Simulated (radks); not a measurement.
Values are calculated unless marked as measured or tabulated.
Question: Zr10+, configuration [Ar] 3d10 4s2. Code: a radial shooting solver on a logarithmic mesh with Libxc functionals. Model: Dirac Kohn-Sham, PBE, spin-unpolarised, spherical densities, point nucleus.

Spin-orbit splittings of the eigenvalues, e(l+1/2) - e(l-1/2), with zeta = 2 splitting/(2l+1) and mean radii in bohr:

| shell | occ. | splitting (eV) | zeta (eV) | <r> j=l-1/2 | <r> j=l+1/2 |
|---|---|---|---|---|---|
| 2p | 6 | 85.99 | 57.33 | 0.1386 | 0.1429 |
| 3p | 6 | ? | ? | 0.4515 | 0.4616 |
| 3d | 10 | 2.570 | 1.028 | 0.4427 | 0.4460 |

Estimate the 3p splitting.

Answer: 13.88 eV (zeta = 9.251 eV).
